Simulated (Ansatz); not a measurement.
Species: C₃H₅Cl, charge 0, singlet. C3H5Cl (SMILES C=CCCl).
B3LYP-D3(BJ)/def2-TZVP minimum from Ansatz (a program for electronic structure):
```xyz
9

C     -2.1642    -0.0739    -0.5893
C     -1.0423    -0.6247    -0.1452
C      0.3064    -0.2573    -0.6484
Cl     1.3317     0.4369     0.6866
H     -2.1537     0.7014    -1.3467
H     -3.1319    -0.3786    -0.2132
H     -1.0721    -1.3903     0.6228
H      0.2594     0.4987    -1.4278
H      0.8592    -1.1222    -1.0096
```

Total energies in cc-pV(D+d)Z, 24 correlated electrons, 8 frozen orbitals. Radicals and triplets start from unrestricted determinants; spin-orbit coupling is neglected. Cores are frozen in correlated methods. No relativity.

```csv
method,program,energy (Eh),minus CCSDT(Q) (mEh)
HF,Ansatz,-576.00512,616.94
MP2,Ansatz,-576.55180,70.27
CCSD,Ansatz,-576.60073,21.33
CCSD(T),Ansatz,-576.61976,2.31
CCSDT(Q),Ansatz,-576.62207,0.00
```

Rough core times of Ansatz's runs on a shared machine: CCSD(T) under 20 s, CCSDT(Q) 60 min.
